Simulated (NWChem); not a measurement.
**Polarisability of hydrogen telluride (H$_{2}$Te)**

```
Te
H 1 1.6801
H 1 1.6801 2 89.66
```
Charge 0, spin multiplicity 1.

The numbers come from NWChem runs, not from measurements. The geometry was optimised at PBE/def2-SVP with def2 effective core potentials on Te, a minimum by its harmonic frequencies.

Basis set: def2-SVPD. The field's frequency is 0.0773 Ha (589 nm).

| method | isotropic polarisability (bohr³) | difference from CCSD linear response |
|---|---|---|
| PBE | 48.33 | +1.42 |
| HF | 45.51 | -1.40 |
| PBE0 | 46.79 | -0.12 |
| B3LYP | 47.32 | +0.41 |
| CCSD linear response | 46.91 | 0.00 |

The values span 2.81 bohr³, from HF (lowest) to PBE (highest). 

Effective core potentials replace the inner electrons of Te; spin-orbit coupling is left out. The correlated methods keep 4 core orbitals frozen. B3LYP has NWChem's definition, with VWN1-RPA local correlation. Coupled-cluster values serve here as a point of comparison, not as the truth.
